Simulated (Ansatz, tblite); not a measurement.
Cost and result up the ladder for the cluster Au₂F₂ (4 atoms). The state is a singlet with charge 0. Geometry: PBE0-D4/def2-TZVP.

```xyz
4

Au   -0.932   -0.613    1.551
Au    0.303    0.199   -0.505
F    -0.602   -1.096   -1.588
F     1.230    1.509    0.541
```

Ansatz on 4 threads of Arm Neoverse V2 on a shared host; xTB runs through tblite on one thread. Times are rough, summed over both states, and most runs start from the orbitals of an earlier one. PBE0-D4/def2-TZVP serves as the yardstick here, not as an exact answer. The other state is a doublet.

In the def2 sets Au takes a core potential; there is no spin–orbit coupling. The xTB rows come from tblite. HOMO above LUMO, or a gap near zero within one spin, warns that the state may not be the lowest or that an electron is smeared out. The structure comes from a short search, and lower isomers may exist.

Raw xTB energies of ions are shifted by several eV.

```tsv
level	functions	wall time	vertical IE (eV)	difference from PBE0-D4/def2-TZVP (eV)	remarks
GFN1-xTB	26	0.006 s	15.02	4.47	–
GFN2-xTB	26	0.006 s	15.64	5.09	–
PBE-D4/def2-TZVP	142	7.7 s	10.19	-0.36	gap within one spin near zero (+1 doublet)
PBE0-D4/def2-TZVP	142	8.4 s	10.55	0.00	–
```
